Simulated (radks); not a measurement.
Valence configurations of O (all share [He]). Method: non-relativistic Kohn-Sham, SCAN, spin-unpolarised, spherical densities, point nucleus; meta-GGA in the generalised Kohn-Sham scheme; computed with a radial shooting solver on a logarithmic mesh with Libxc functionals. Energies are relative to 2s2 2p4; eigenvalues in eV.

valence	E (eV)	e(2p)	e(2s)
2s2 2p4	0.000	-9.308	-25.359
2s1.5 2p4.5	8.017	-9.554	-25.619
2s1 2p5	16.057	-9.788	-25.831
2p6	31.985	-10.169	-

NIST lists [He] 2s2 2p4 as the ground configuration; this level of theory agrees among the configurations tried. The energies are those of spherical spin-averaged densities, not of single terms.
